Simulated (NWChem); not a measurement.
System: CuF₂, doublet; SMILES [F][Cu][F]

Question: Give the equilibrium geometry at PBE0/def2-SVP, spin-unrestricted (NWChem) as a Z-matrix, with the point group.

Answer: point group D*h; any orientation.
```
Cu
F 1 1.7277
F 1 1.7277 2 180.00
```
